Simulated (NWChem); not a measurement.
Molecule: SiHSF3; SMILES F[Si](F)(F)S

```xyz
6

F      0.7626    -0.9664    -1.2508
Si    -0.0181    -0.3449    -0.0006
F      0.6672    -0.9785     1.2985
F     -1.5378    -0.8302    -0.0563
S     -0.0074     1.7500     0.0046
H      1.3439     1.8048     0.0132
```
Atoms are numbered in this order, from 1.

All runs: NWChem. Geometry: optimised at PBE0/def2-SVP. Level r2SCAN/def2-SVP: energy and gradient on several grids; changes count from the extra-fine grid, which is no exact limit either.

```json
[
 {"grid": "xcoarse", "size of the energy change (μHa)": "5000", "largest change of a gradient component (μHa/bohr)": "800", "time, medium = 1 (rough)": "about 1"},
 {"grid": "coarse", "size of the energy change (μHa)": "1000", "largest change of a gradient component (μHa/bohr)": "300", "time, medium = 1 (rough)": "about 1"},
 {"grid": "medium", "size of the energy change (μHa)": "100", "largest change of a gradient component (μHa/bohr)": "100", "time, medium = 1 (rough)": "about 1"},
 {"grid": "fine", "size of the energy change (μHa)": "50", "largest change of a gradient component (μHa/bohr)": "40", "time, medium = 1 (rough)": "about 1"},
 {"grid": "xfine", "size of the energy change (μHa)": "< 10", "largest change of a gradient component (μHa/bohr)": "< 30", "time, medium = 1 (rough)": "2"}
]
```
